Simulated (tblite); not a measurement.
Isomers of C4H4FN2O (doublet state). Computed values, GFN2-xTB/tblite, gas phase, harmonic and unscaled. Errors from tens to a few hundred cm⁻¹ against measured bands are possible. One conformer each. Open shells enter through the occupations alone, without spin polarisation, and single modes of such species can be off by tens of per cent.

Electronic energies: GFN2-xTB at the same geometries; isomer energies are rough at this level and their order can be wrong.

```json
{"SMILES": "F[CH]Oc1ccn[nH]1", "electronic energy, lowest = 0 (kcal/mol)": "1.0"}
{"SMILES": "FCOc1[c]cn[nH]1", "electronic energy, lowest = 0 (kcal/mol)": "23.8"}
{"SMILES": "FCOC1=CC=N[N]1", "electronic energy, lowest = 0 (kcal/mol)": "0.0"}
```

Question: How do GFN2-xTB zero-point energies change the relative energies?

Answer: 
```
          SMILES  ZPE (kcal/mol)  of it from modes above 1550 cm⁻¹  electronic (kcal/mol)  with ZPE, lowest = 0 (kcal/mol)  lowest mode (cm⁻¹)  rings
  FCOC1=CC=N[N]1            49.8                              17.5                    0.0                              0.0                  66      –
F[CH]Oc1ccn[nH]1            50.1                              18.5                    1.0                              1.3                  55      1
 FCOc1[c]cn[nH]1            50.5                              20.1                   23.8                             24.6                  55      1
```

The zero-point energies span 0.7 kcal/mol, from `FCOC1=CC=N[N]1` to `FCOc1[c]cn[nH]1`. The order is unchanged.

Question: What do entropy and thermal enthalpy add at 298.15 K and 1 bar (rigid rotor, harmonic oscillator, one conformer each)?

Answer: 
```
          SMILES  point group  symmetry number  S (cal/(mol K))  H − H(0) (kcal/mol)  ZPE + H − H(0) − TS (kcal/mol)
  FCOC1=CC=N[N]1           C1                1             85.4                 4.93                            29.2
F[CH]Oc1ccn[nH]1           C1                1             85.3                 4.99                            29.6
 FCOc1[c]cn[nH]1           C1                1             86.2                 4.99                            29.8
```

S holds R ln(2S + 1) for the spin.
